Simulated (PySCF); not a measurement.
Precursor series Ta Cl-F. All species are isolated molecules in the gas phase.

The numbers are results of TPSSh-D3(BJ)/def2-TZVP // PBE-D3(BJ)/def2-SVP run with PySCF, not measurements. All candidates: neutral, multiplicity 1. 

| Item | Result |
|---|---|
| dipole moment | 0.00 D |
| LUMO | -3.18 eV |
| HOMO–LUMO gap | 7.94 eV |

Q: Identify which member has these values.
(A) [Ta(Cl)5]
(B) [Ta(Cl)4(F)]
(C) [Ta(Cl)(F)4]
(D) [Ta(F)5]

A: D, [Ta(F)5]. The others give [Ta(Cl)(F)4]: 1.49 D, -3.17 eV, 7.04 eV; [Ta(Cl)4(F)]: 0.15 D, -3.92 eV, 4.77 eV; [Ta(Cl)5]: 0.00 D, -4.23 eV, 4.28 eV
